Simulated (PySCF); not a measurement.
C6H6O, SMILES C=C1C=CCC1=O. Heavy atoms are numbered as in [CH2:1]=[C:2]1[CH:3]=[CH:4][CH2:5][C:6]1=[O:7]. Hydrogens are named by the atom that carries them.

The structure is a stationary point at PBE-D3(BJ)/def2-SVP. The values are those of a single conformer.

Level of theory: r2SCAN/def2-TZVP (PySCF).

ESP charges are fitted to the potential on shells at 1.4 to 2.0 van der Waals radii. Atomic charges (e), one atom of each kind:

```csv
atom,ESP fit,meta-Löwdin,Mulliken
C1 (CH2),-0.59,-0.23,-0.25
C2,0.28,-0.04,0.06
C3 (CH),-0.42,-0.13,-0.20
C4 (CH),-0.04,-0.11,-0.17
C5 (CH2),-0.35,-0.26,-0.06
C6,0.54,0.37,0.17
O7,-0.50,-0.40,-0.32
H on C1,0.22,0.14,0.15
H on C3,0.21,0.13,0.12
H on C4,0.13,0.13,0.13
H on C5,0.14,0.14,0.12
```

Computed Mayer and Wiberg (Löwdin basis) orders of the bonds:
```
bond   Mayer  Wiberg
-----  -----  ------
C1–C2   1.70    1.92
C2–C3   1.00    1.24
C3–C4   1.81    1.88
C4–C5   0.99    1.22
C2–C6   0.95    1.08
C5–C6   0.99    1.11
C6–O7   2.07    2.64
```
